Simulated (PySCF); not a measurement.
Vertical excitations of a molecule C3H4ClF from PySCF 2.14.0 with TDDFT-PBE/def2-SVPD, as energy in eV (oscillator strength): 5.58 (0.000), 6.10 (0.004), 6.25 (0.213), 6.69 (0.000), 6.94 (0.003), 7.15 (0.010), 7.39 (0.001), 7.76 (0.004), 7.82 (0.000), 7.88 (0.038). Lowest triplet (TDA): 4.09 eV. Coordinates come from a PBE0-D3(BJ)/def2-SVP optimisation. The values are those of a single conformer.

Q: Pick the molecule that these values belong to.
A. FC1(Cl)CC1
B. C/C(Cl)=C\F
C. C/C(F)=C\Cl
D. F[C@@H]1C[C@H]1Cl

A: B, C/C(Cl)=C\F
